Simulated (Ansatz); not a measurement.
Calculation: PBE0-D3(BJ)/def2-TZVP run with Ansatz (a quantum-chemistry and plane-wave program). No frequencies were computed at this level.

Ansatz 0.2 input:
```yaml
crystal:
  periodic: [false, false, false]
  atoms:
    - { symbol: O, position_ang: [2.31728, 0.5063, -0.017852] }
    - { symbol: C, position_ang: [0.974724, 0.340871, -0.069522] }
    - { symbol: C, position_ang: [0.217078, -0.701886, 0.36162] }
    - { symbol: C, position_ang: [-1.163401, -0.492163, 0.124341] }
    - { symbol: C, position_ang: [-1.421451, 0.69243, -0.475337] }
    - { symbol: S, position_ang: [0.0193, 1.60093, -0.774287] }
    - { symbol: H, position_ang: [2.723779, -0.264304, 0.39569] }
    - { symbol: H, position_ang: [0.621037, -1.583082, 0.828531] }
    - { symbol: H, position_ang: [-1.922716, -1.20351, 0.39464] }
    - { symbol: H, position_ang: [-2.365631, 1.104413, -0.767825] }
basis:
  gaussian: { orbitals: def2-tzvp }
hamiltonian:
  xc: pbe0
  dispersion: d3bj
relax:
  max_steps: 150
```

Output:

```
Functional definition: PBE0
1318 factors; their error is unknown
mean field evaluation 1: about -17074.3797 eV, gradient 7.4e1 eV
mean field evaluation 2: about -17056.1914 eV, gradient 1.1e2 eV
mean field evaluation 4: about -17086.4244 eV, gradient 1.2e1 eV
mean field evaluation 8: about -17086.7184 eV, gradient 2.4e-1 eV
mean field evaluation 16: about -17086.7457 eV, gradient 1.2e-3 eV
mean field -17086.74570624 eV, -627.9263228922 hartree, gradient 1.8e-5 eV, S^2 0.000000; 0 other end points of the search recorded, 0 dependent functions left out
reference -17086.74573338 eV, -627.9263238893 hartree; 26, 26 occupied and 190, 190 virtual orbitals, 1318 factors
relax step   1: F+E_penalty+E_count = -17086.97581278 eV  Δ(F+E_penalty+E_count) = +0.000e0 eV  max|allowed force component| = 4.911e-1 eV/Å  Δτ_max = 0.0000 Å  (33 SCF iters, accepted)
these checks for a lower state are left out or cut short: starts, cluster_reference, orbital_swaps, neighbouring_geometries, increment
1318 factors; their error is unknown
mean field -17086.75660647 eV, -627.9267234681 hartree, gradient 1.7e-5 eV, S^2 0.000000; 0 other end points of the search recorded, 0 dependent functions left out
reference -17086.75663360 eV, -627.9267244651 hartree; 26, 26 occupied and 190, 190 virtual orbitals, 1318 factors
relax step   2: F+E_penalty+E_count = -17086.98662507 eV  Δ(F+E_penalty+E_count) = -1.081e-2 eV  max|allowed force component| = 2.257e-1 eV/Å  Δτ_max = 0.0118 Å  (35 SCF iters, accepted)
these checks for a lower state are left out or cut short: starts, cluster_reference, orbital_swaps, neighbouring_geometries, increment
1318 factors; their error is unknown
mean field evaluation 32: about -17086.7584 eV, gradient 5.2e-1 eV
mean field -17086.75878349 eV, -627.9268034721 hartree, gradient 1.7e-5 eV, S^2 0.000000; 0 other end points of the search recorded, 0 dependent functions left out
reference -17086.75881061 eV, -627.9268044687 hartree; 26, 26 occupied and 190, 190 virtual orbitals, 1318 factors
relax step   3: F+E_penalty+E_count = -17086.98881262 eV  Δ(F+E_penalty+E_count) = -2.188e-3 eV  max|allowed force component| = 4.060e-2 eV/Å  Δτ_max = 0.0082 Å  (35 SCF iters, accepted)
these checks for a lower state are left out or cut short: starts, cluster_reference, orbital_swaps, neighbouring_geometries, increment
1318 factors; their error is unknown
mean field -17086.75885463 eV, -627.9268060864 hartree, gradient 1.7e-5 eV, S^2 0.000000; 0 other end points of the search recorded, 0 dependent functions left out
reference -17086.75888174 eV, -627.9268070829 hartree; 26, 26 occupied and 190, 190 virtual orbitals, 1318 factors
relax step   4: F+E_penalty+E_count = -17086.98887613 eV  Δ(F+E_penalty+E_count) = -6.351e-5 eV  max|allowed force component| = 1.164e-2 eV/Å  Δτ_max = 0.0010 Å  (35 SCF iters, accepted)
these checks for a lower state are left out or cut short: starts, cluster_reference, orbital_swaps, neighbouring_geometries, increment
1318 factors; their error is unknown
mean field -17086.75886421 eV, -627.9268064386 hartree, gradient 1.7e-5 eV, S^2 0.000000; 0 other end points of the search recorded, 0 dependent functions left out
reference -17086.75889133 eV, -627.9268074351 hartree; 26, 26 occupied and 190, 190 virtual orbitals, 1318 factors
relax step   5: F+E_penalty+E_count = -17086.98888677 eV  Δ(F+E_penalty+E_count) = -1.064e-5 eV  max|allowed force component| = 2.850e-3 eV/Å  Δτ_max = 0.0012 Å  (35 SCF iters, accepted)
1318 factors; their error is unknown
mean field evaluation 64: about -17086.4580 eV, gradient 1.1e1 eV
mean field -17086.75886421 eV, -627.9268064386 hartree, gradient 1.7e-5 eV, S^2 0.000000; 1 other end points of the search recorded, 0 dependent functions left out
reference -17086.75889133 eV, -627.9268074351 hartree; 26, 26 occupied and 190, 190 virtual orbitals, 1318 factors
Total energy: -17086.98891389 eV, -627.9352606083 hartree
Atom 0 at     2.315127     0.517493    -0.023490 Å, force     0.000330     0.001241    -0.000569 eV/Å
Atom 1 at     0.979794     0.336538    -0.066923 Å, force    -0.000444    -0.000300     0.000102 eV/Å
Atom 2 at     0.220392    -0.709790     0.365778 Å, force     0.001172    -0.000600     0.000406 eV/Å
Atom 3 at    -1.162786    -0.491897     0.124272 Å, force    -0.002850     0.001967    -0.001233 eV/Å
Atom 4 at    -1.419034     0.698308    -0.477949 Å, force    -0.002258    -0.000898     0.000214 eV/Å
Atom 5 at     0.024651     1.583356    -0.765241 Å, force     0.001452    -0.000794     0.000527 eV/Å
Atom 6 at     2.717198    -0.252471     0.389307 Å, force    -0.001320    -0.001144     0.000425 eV/Å
Atom 7 at     0.630190    -1.595195     0.835303 Å, force     0.001079     0.000650    -0.000209 eV/Å
Atom 8 at    -1.935907    -1.200014     0.391649 Å, force     0.001491     0.001452    -0.000558 eV/Å
Atom 9 at    -2.369624     1.113671    -0.772705 Å, force     0.001348    -0.001574     0.000896 eV/Å
Dipole moment:     0.043853    -0.334845     0.166652 e Å
```

Cost: very roughly 80 core-seconds.
